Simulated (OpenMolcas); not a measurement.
Tb3+ among 6 point charges of -0.5 e arranged as an octahedron (Oh).

```yaml
Program: OpenMolcas
Method: CASSCF
Basis: ANO-RCC-VDZP [7s6p4d2f1g]
Scalar_Hamiltonian: DKH2, point nucleus
Active_space: 8 electrons in 7 orbitals (4f)
State_averaging: 2S+1 = 7 even, 7 roots; 2S+1 = 5 even, 62 roots kept (CI in the orbitals of an earlier block); 2S+1 = 3 even, 3 roots kept (CI in the orbitals of an earlier block, 0 in the spin-orbit step)
Spin-orbit_coupling: state interaction with AMFI integrals over the reference wave functions
```

All point charges move together. At R = 2.51 Å the width of the lowest J multiplet is 74 cm-1, and at R = 2.88 Å it is 37 cm-1.

Task: A third run gives 43 cm-1. What distance was it run at?

Result: With a power law R^-n the two known points give n = -ln(37 / 74) / ln(2.88 / 2.51) = 5.04. Then R = 2.51 × (74 / 43)^(1/5.04) = 2.795 Å. The run was at 2.8 Å, so the estimate is off by -0.005 Å.

High states are left out of the spin-orbit mixing, which shifts the levels that they would mix with. Point charges carry no covalency, so the field is a model and not that of real ligands. No measured value stands beside these numbers.
